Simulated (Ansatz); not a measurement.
`C[O][SnH]([F])[O]C` + `[SiH3][O][Al]([Cl])[Cl]` → `C[O][SnH]([F])[O][SiH3]` + `C[O][Al]([Cl])[Cl]`  (redistribution)

Isolated molecules relaxed with PBE0-D4/def2-TZVP in Ansatz; ΔE leaves out vibrations. CCSD(T)/CBS adds triple-zeta CCSD(T) − MP2 to the extrapolated MP2 energy (def2 sets, frozen cores). Functionals use def2-TZVPP. Elements past krypton have def2 core potentials. For Sn outer-core shells are correlated without core-valence functions, which leaves a few kJ/mol of doubt a bond. One conformer a species, not always the lowest.

```tsv
level	ΔE (kcal/mol)
B2PLYP	0.9
PBE0	0.8
SCS-MP2/def2-TZVPP	0.6
CCSD/CBS(def2)	0.7
```

Task: What does CCSD(T)/CBS give? (An estimate is asked.)

Result: The calculation gave: +0.6 kcal/mol. The listed levels differ from it by 0.3, 0.2, 0.0, 0.1 kcal/mol.

Largest T1 diagnostic among the species: 0.014.
